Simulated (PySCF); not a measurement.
(Z)-1-bromo-2-chloro-1,2-difluoroethene (C2BrClF2), SMILES C(=C(/F)Br)(/F)Cl. Atoms are numbered in the order given.

```xyz
6

F      1.1512     2.2554     0.0000
C      0.2942     1.2412     0.0000
Cl    -1.3557     1.6963     0.0000
C      0.7440    -0.0260     0.0000
F      2.0513    -0.2647     0.0000
Br    -0.3430    -1.5441     0.0000
```
Charge 0, spin multiplicity 1.

The structure is a stationary point at TPSSh-D3(BJ)/def2-SVP.

Two levels are set side by side: PBE/pcSseg-1 (PySCF) and KT2/pcSseg-1 (PySCF). GIAO shifts against CFCl3 (¹⁹F), HCl (³⁵Cl), TMS (¹³C) at the same level; non-relativistic, no solvent, atoms listed together averaged. Without spin–orbit terms, shifts of atoms bonded to Cl or Br come out too high at both levels. Differences are taken from unrounded values.

```tsv
quantity	KT2
δ(¹⁹F) of F1 (ppm)	-123.1
δ(¹³C) of C2 (ppm)	147.7
δ(³⁵Cl) of Cl3 (ppm)	246.0
δ(¹³C) of C4 (ppm)	145.5
δ(¹⁹F) of F5 (ppm)	-130.2
```

Task: What does PBE give, and how far is it from KT2? (Estimate from the structure and the level; the computed values follow.)

Result: 
```csv
quantity,PBE,PBE minus KT2
δ(¹⁹F) of F1 (ppm),-114.5,8.6
δ(¹³C) of C2 (ppm),154.4,6.7
δ(³⁵Cl) of Cl3 (ppm),259.9,14.0
δ(¹³C) of C4 (ppm),153.1,7.6
δ(¹⁹F) of F5 (ppm),-120.9,9.2
```

Rough cost on one machine, each run with all the roots and properties that it gave: KT2 against PBE within a factor of 2.
